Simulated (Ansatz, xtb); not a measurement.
# Relative energy of two isomers of C5H9FS

Structure X: `CC(=S)C(C)(C)F`, a singlet. Structure Y: `C[C@@H]1[C@H](C)S[C@H]1F`, a singlet. Both are isolated molecules in the gas phase, relaxed with PBE0-D3(BJ)/def2-SVP, each in the lowest conformer that the search found.

Quicker runs give these differences E(Y) − E(X): GFN2-xTB −3.5 kcal/mol; HF/STO-3G −28.7 kcal/mol (at GFN2-xTB geometries); r2SCAN-D4/def2-SVP +7.8 kcal/mol (at GFN2-xTB geometries).

Q: Which of the two would you expect CCSD(T)/def2-SVP + ΔMP2/def2-TZVPP electronic energies to favour?

A: Structure X; the calculation gives E(Y) − E(X) = +5.4 kcal/mol.

How the difference moves with the method:

```tsv
level	geometry	E(Y) − E(X) (kcal/mol)	departure from the last row (kcal/mol)	job, with rough time for the two
GFN2-xTB	GFN2-xTB	−3.5	−9.0	optimisation, 0.16 s
HF/STO-3G	GFN2-xTB	−28.7	−34.1	single point, 0.42 s
r2SCAN-D4/def2-SVP	GFN2-xTB	+7.8	+2.3	single point, 4.1 s
PBE0-D3(BJ)/def2-SVP	PBE0-D3(BJ)/def2-SVP	+3.5	−1.9	optimisation, 38 s
HF/def2-SVP	PBE0-D3(BJ)/def2-SVP	+9.1	+3.6	part of the CCSD(T) run
MP2/def2-SVP	PBE0-D3(BJ)/def2-SVP	+8.7	+3.2	part of the CCSD(T) run
CCSD(T)/def2-SVP	PBE0-D3(BJ)/def2-SVP	+9.6	+4.1	single point
CCSD(T)/def2-SVP + ΔMP2/def2-TZVPP	PBE0-D3(BJ)/def2-SVP	+5.4		single point, 83 s
```

As drawn, Y has 2 C–S in place of 1 C=S. Structure X has no ring, Y a 4-membered ring.

GFN2-xTB, HF/STO-3G put the two in the other order. The largest departure from CCSD(T)/def2-SVP + ΔMP2/def2-TZVPP is that of HF/STO-3G, 34.1 kcal/mol. The last row adds to CCSD(T) the change of the MP2 difference between the two basis sets, here −4.1 kcal/mol, a large step that makes the value less sure.

With thermal terms from frequencies at re-optimised GFN2-xTB minima (ideal gas, soft modes damped towards free rotors, one conformer each, 298.15 K, 1 atm): the zero-point term adds +1.7 kcal/mol; ΔH is +6.4 and ΔG +7.9 kcal/mol.

The correlated steps freeze 11 core orbitals. Mirror images aren't counted in ΔG. Codes used: Ansatz 0.2.0, xtb 6.7.1; the last row on 4 threads of Arm Neoverse V1 on a shared host.
